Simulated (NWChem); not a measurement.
AlSiH4Cl; SMILES [SiH3][AlH][Cl]

```xyz
7

Al    -0.7579    -0.1584     0.0022
Cl     0.4542    -1.8900     0.0000
H     -2.3220    -0.4128     0.0194
Si     0.3181     2.0403    -0.0011
H      0.1199     2.7057     1.3277
H     -0.3017     2.9252    -1.0396
H      1.7869     1.9494    -0.2669
```
Atoms are numbered in this order, from 1.

All runs: NWChem. Pople sets run with spherical d functions. The geometry was optimised at PBE0/def2-SVP. Vzz is the largest principal value of the second derivative of the potential at the nucleus (NWChem prints the opposite sign); η is the asymmetry. Non-relativistic.

```tsv
level	Vzz Al1 (a.u.)	η Al1	Vzz Cl2 (a.u.)	η Cl2	relative time
Hartree-Fock/def2-TZVP	1.270	0.53	1.135	0.62	3
Hartree-Fock/6-31G*	1.013	0.57	1.091	0.55	1
PBE/6-31G*	0.906	0.60	1.168	0.66	2
PBE/def2-TZVP	1.178	0.51	1.173	0.71	5
```

Times are rough ratios from one shared machine.
